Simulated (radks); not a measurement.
Values are calculated unless marked as measured or tabulated.
Question: The mean radii <r> (bohr) of the occupied orbitals of an atom or ion are listed with their occupations. Code: a radial shooting solver on a logarithmic mesh with Libxc functionals. Model: scalar-relativistic Kohn-Sham, SCAN, spin-polarised, spherical densities, finite nucleus; meta-GGA in the generalised Kohn-Sham scheme; Fermi nuclear charge, rms radius of each element as measured or else 0.836 A^(1/3) + 0.57 fm.

orbital  occ.      <r>
1s up       1  0.01659
1s down     1  0.01659
2s up       1  0.06990
2s down     1  0.06990
2p up       3  0.06328
2p down     3  0.06328
3s up       1   0.1805
3s down     1   0.1805
3p up       3   0.1820
3p down     3   0.1820
3d up       5   0.1651
3d down     5   0.1651
4s up       1   0.3989
4s down     1   0.3989
4p up       3   0.4248
4p down     3   0.4247
4d up       5   0.4484
4d down     5   0.4480
5s up       1   0.8869
5s down     1   0.8813
4f up       7   0.4798
4f down     7   0.4775
5p up       3   0.9937
5p down     3   0.9869
5d up       4    1.195

Name the element and its charge. Open shells, if any, are filled with parallel spins first.

Answer: Z = 80, mercury, charge +8: Hg8+ in [Xe] 4f14 5d4. The 1s radius gives Z: for a bare nucleus <r> = (2 gamma + 1)/(2Z) with gamma = sqrt(1 - (Z/c)^2), 0.0164 bohr for Z = 80, and screening makes it slightly larger (0.01659 here). The occupations add up to 72, and the charge is Z minus that.
